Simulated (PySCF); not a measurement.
**19F shifts, computed and measured**

Computed: GIAO KT3/pcSseg-1, gas phase, PySCF SCF with an in-house response code, geometries GFN2-xTB, one conformer, no vibrational averaging, against isolated CFCl3 at the same level. Measured: against CFCl3, in the medium listed. The two scales can differ by a constant.

| compound (atom-mapped SMILES) | atom | computed / ppm | measured / ppm | medium |
| --- | --- | --- | --- | --- |
| [O:1]=[C:2]([F:3])[c:4]1[cH:5][cH:6][c:7](-[c:8]2[cH:9][cH:10][cH:11][cH:12][cH:13]2)[cH:14][cH:15]1 | F3 | -1.9 | 18.1 | CDCl3 |
| [O:1]=[C:2]([F:3])[c:4]1[cH:5][cH:6][cH:7][cH:8][c:9]1-[c:10]1[cH:11][cH:12][cH:13][cH:14][cH:15]1 | F3 | 4.7 | 35.1 | CDCl3 |
| [F:1][c:2]1[cH:3][cH:4][c:5](-[c:6]2[cH:7][cH:8][cH:9][cH:10][cH:11]2)[cH:12][cH:13]1 | F1 | -130.1 | -116.4 | not stated |
| [F:1][c:2]1[cH:3][cH:4][cH:5][c:6](-[c:7]2[cH:8][cH:9][cH:10][cH:11][cH:12]2)[cH:13]1 | F1 | -127.5 | -113.2 | not stated |
| [O:1]=[C:2]([F:3])[c:4]1[cH:5][cH:6][c:7]2[cH:8][cH:9][cH:10][cH:11][c:12]2[cH:13]1 | F3 | -0.3 | 18.08 | CDCl3 |

(1) Give computed and measured shifts for these two.

```tsv
compound (atom-mapped SMILES)	atom
[O:1]=[C:2]([F:3])[c:4]1[cH:5][cH:6][c:7]([O:8][c:9]2[cH:10][cH:11][cH:12][cH:13][cH:14]2)[cH:15][cH:16]1	F3
[CH3:1][CH2:2][O:3][C:4](=[O:5])[C@H:6]([F:7])[c:8]1[cH:9][cH:10][cH:11][cH:12][cH:13]1	F7
```

(2) How well does this level do over the whole set?

Results:

(1) 
| compound (atom-mapped SMILES) | atom | computed / ppm | measured / ppm | medium |
| --- | --- | --- | --- | --- |
| [O:1]=[C:2]([F:3])[c:4]1[cH:5][cH:6][c:7]([O:8][c:9]2[cH:10][cH:11][cH:12][cH:13][cH:14]2)[cH:15][cH:16]1 | F3 | -5.1 | 17 | CDCl3 |
| [CH3:1][CH2:2][O:3][C:4](=[O:5])[C@H:6]([F:7])[c:8]1[cH:9][cH:10][cH:11][cH:12][cH:13]1 | F7 | -241.8 | -174 | not stated |

(2) Computed less measured averages -26.7 ppm, and the scatter about that mean is 17.6 ppm (rms) over 7 compounds.

Measured values: Chen Zhu, Serik Zhumagazy, Huifeng Yue, Magnus Rueping, Electrophilic N-Trifluoromethylthiophthalimide as a Fluorinated Reagent in the Synthesis of Acyl Fluorides (Supporting Information), Organic Che; G. Saielli, R. Bini, A. Bagno, Computational 19F NMR. 2. Organic compounds, RSC Adv. 2014, ESI; Mengjie Cen, Xi Yang, Shanshan Zhang, Liguang Gan, Long Liu, Tieqiao Chen, Facile synthesis of acyl fluorides through deoxyfluorination of carboxylic acids.
